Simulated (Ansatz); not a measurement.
`BO[Si](O)(O)O` and `O[SiH](F)[Si](O)(O)O` differ in one atom or group.

Ansatz, PBE0-D4/def2-TZVP geometries, multiplicity 1. Each molecule was computed in one conformer, which needn't be the lowest.

```json
{"property": "HOMO–LUMO gap (B3LYP/def2-TZVPP) / eV", "`BO[Si](O)(O)O`": "7.45"}
{"property": "size of the dipole moment (ωB97M-V/def2-TZVPP) / D", "`BO[Si](O)(O)O`": "1.49"}
{"property": "HOMO–LUMO gap (ωB97M-V/def2-TZVPP) / eV", "`BO[Si](O)(O)O`": "12.16"}
{"property": "HOMO energy (B3LYP/def2-TZVPP) / eV", "`BO[Si](O)(O)O`": "-8.31"}
{"property": "LUMO energy (PBE0/def2-TZVPP) / eV", "`BO[Si](O)(O)O`": "-0.60"}
{"property": "HOMO–LUMO gap (PBE0/def2-TZVPP) / eV", "`BO[Si](O)(O)O`": "7.90"}
```

(1) Give the same properties after the change, and the shifts. (Estimate.)

Answers

(1) The calculation gave: 
```tsv
property	`O[SiH](F)[Si](O)(O)O`	shift
HOMO–LUMO gap (B3LYP/def2-TZVPP) / eV	7.43	-0.02
size of the dipole moment (ωB97M-V/def2-TZVPP) / D	1.45	-0.04
HOMO–LUMO gap (ωB97M-V/def2-TZVPP) / eV	11.63	-0.53
HOMO energy (B3LYP/def2-TZVPP) / eV	-7.80	0.51
LUMO energy (PBE0/def2-TZVPP) / eV	-0.11	0.49
HOMO–LUMO gap (PBE0/def2-TZVPP) / eV	7.87	-0.03
```

Dipoles are sizes alone; their direction can turn.

B3LYP here is the variant with VWN-RPA as its local correlation; programs differ in this.
